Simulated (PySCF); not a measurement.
BH2O2, SMILES O[B]O, multiplicity 2. Geometry optimised at PBE-D3(BJ)/def2-TZVP. The isomer is the one that the SMILES or the coordinates give; other isomers of the formula were not compared. The values are those of a single conformer.

Computed equilibrium geometry at PBE-D3(BJ)/def2-TZVP (PySCF confirms it by a frequency run) as Cartesian coordinates in Å, and its point group (one conformer of several):
point group C2v.
```xyz
5

O      0.0000     1.2312     0.0374
B      0.0000     0.0000    -0.5272
O      0.0000    -1.2312     0.0374
H      0.0000     1.2518     1.0188
H      0.0000    -1.2518     1.0188
```
Charge 0, spin multiplicity 2.
